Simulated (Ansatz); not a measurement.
`C#[C][Ti]([C]#C)([C]#C)[C]#C`. The species carries charge 0 and has multiplicity 1.

| atom | x (Å) | y (Å) | z (Å) |
| --- | --- | --- | --- |
| C1 | 1.6792 | -0.1637 | 2.7495 |
| C2 | 1.0460 | -0.1018 | 1.7128 |
| Ti3 | 0.0004 | 0.0001 | 0.0005 |
| C4 | -0.8974 | 1.7924 | -0.1306 |
| C5 | -1.4415 | 2.8774 | -0.2111 |
| C6 | -1.3910 | -1.4489 | -0.0215 |
| C7 | -2.2335 | -2.3261 | -0.0350 |
| C8 | 1.2435 | -0.2416 | -1.5589 |
| C9 | 1.9955 | -0.3876 | -2.5038 |
| H10 | 2.2348 | -0.2180 | 3.6592 |
| H11 | -1.9188 | 3.8294 | -0.2817 |
| H12 | -2.9727 | -3.0959 | -0.0468 |
| H13 | 2.6554 | -0.5157 | -3.3328 |

(1) List the harmonic frequencies (cm⁻¹, unscaled) at PBE0-D4/def2-TZVP in Ansatz. (An estimate is asked.)

(2) Is this a minimum?

(3) Give the ideal-gas thermochemistry at 298.15 K and 1 bar (rigid rotor, harmonic oscillator; point group Td, symmetry number 12).

(4) And at 400, 500, 600, 800 and 1000 K?

(5) Rotational constants (cm⁻¹)?

## Answers

(1) Computed: 58, 58, 65, 65, 65, 159, 159, 159, 220, 220, 220, 230, 230, 444, 544, 544, 544, 724, 724, 725, 725, 725, 726, 726, 726, 2076, 2076, 2076, 2081, 3451, 3451, 3451, 3451.

(2) Yes, all 33 modes are real.

(3) Zero-point energy 190.8 kJ/mol; H(298) − E = 227.5 kJ/mol; entropy 460.8 J/(mol·K), of which translation 171.2, rotation 105.7, vibration 184.0; G(298) − E = 90.1 kJ/mol. Modes under 100 cm⁻¹ are hindered rotations or soft bends, so the harmonic entropy is rough.

(4) 
```json
{"T (K)": "400", "H − E (kJ/mol)": "247.3", "S (J/mol/K)": "517.6", "G − E (kJ/mol)": "40.2"}
{"T (K)": "500", "H − E (kJ/mol)": "268.3", "S (J/mol/K)": "564.6", "G − E (kJ/mol)": "-13.9"}
{"T (K)": "600", "H − E (kJ/mol)": "290.6", "S (J/mol/K)": "605.1", "G − E (kJ/mol)": "-72.5"}
{"T (K)": "800", "H − E (kJ/mol)": "337.8", "S (J/mol/K)": "672.9", "G − E (kJ/mol)": "-200.5"}
{"T (K)": "1000", "H − E (kJ/mol)": "387.8", "S (J/mol/K)": "728.6", "G − E (kJ/mol)": "-340.8"}
```

(5) 0.03294, 0.03292, 0.03292.
